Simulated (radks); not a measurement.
Spin polarisation of the 2p5 shell in Mg3+. Start: [He] 2s2 2p(up 2.5, down 2.5); electrons of 2p are moved from spin down to spin up, other shells keep equal spins. Calculated with a radial shooting solver on a logarithmic mesh with Libxc functionals: non-relativistic Kohn-Sham, PBE, spin-polarised, spherical densities, point nucleus.

moment (Bohr magnetons)  E - E(0) (eV)  e(2p up) (eV)  e(2p down) (eV)  2s down minus up (eV)  1s down minus up (eV)
0                                0.000        -96.214          -96.214                  0.000                  0.000
0.25                            -0.044        -96.559          -95.857                  0.653                  0.313
0.5                             -0.176        -96.892          -95.487                  1.306                  0.627
0.75                            -0.395        -97.212          -95.103                  1.961                  0.941
1                               -0.703        -97.521          -94.707                  2.618                  1.255

At moment 1 the spin-polarisation energy is -0.703 eV and the 2p exchange splitting 2.815 eV, that is 2.815 eV per Bohr magneton; E = -I m^2/4 would give I = 2.811 eV.
